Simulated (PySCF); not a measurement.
Gas-phase reaction: Ge₂O₂ + 2 NO₂ → 2 GeO₂ + 2 NO. Level: ωB97X-V/def2-TZVP†; standard pressure 1 bar.

Energies from PySCF, thermal terms from the rigid-rotor harmonic-oscillator model, ideal gas at 1 bar. † marks an energy on the PBE0/def2-TZVP geometry and frequencies. Open shells (unrestricted): NO₂ (multiplicity 2), NO (multiplicity 2, electronic degeneracy 4); the rest are closed-shell singlets. Spin-orbit splitting is ignored; it lowers the true energy and changes the entropy of NO. Ge: all electrons, no relativistic terms. Ge₂O₂, GeO₂: computed as isolated molecules; such fragments, hydroxides, amides, oligomers or adducts are transient or little studied in the gas. The harmonic model lacks anharmonicity and excited electronic states, which grow with temperature; levels with a mode under 35 cm⁻¹ are left out.

```json
[
 {"T (K)": "500", "1000/T (1/K)": "2.0000", "log10 K": "-21.81"},
 {"T (K)": "600", "1000/T (1/K)": "1.6667", "log10 K": "-16.95"},
 {"T (K)": "800", "1000/T (1/K)": "1.2500", "log10 K": "-10.86"},
 {"T (K)": "1000", "1000/T (1/K)": "1.0000", "log10 K": "-7.20"},
 {"T (K)": "1200", "1000/T (1/K)": "0.8333", "log10 K": "-4.75"},
 {"T (K)": "1400", "1000/T (1/K)": "0.7143", "log10 K": "?"}
]
```

**Question.** Fit log10 K = a + b·(1000/T) to the five rows, get the mean ΔH° and ΔS°, and predict log10 K at 1400 K.

**Answer.** Means: 1000/T = 1.3500, log10 K = -12.314. Sums of products about the means: Sxy = -13.48424, Sxx = 0.922278, so b = Sxy/Sxx = -14.62 and a = -12.314 − (-14.62)×1.3500 = 7.42.
ΔH° = −R ln 10 × 1000 K × b = −19.145 × (-14.62) = 280 kJ; ΔS° = R ln 10 × a = 142 J/K. The run's own values go from 279 kJ and 140 J/K at 500 K to 281 kJ and 144 J/K at 1400 K.
Prediction at 1400 K: 7.42 + (-14.62)×0.7143 = -3.02. The computed value is -3.00, 0.02 from the line.
For scale, ΔH°(298 K) is 276 kJ at this level, 281 kJ at ωB97M-V/def2-TZVP†, and runs from 187 to 442 kJ over the 20 levels computed.
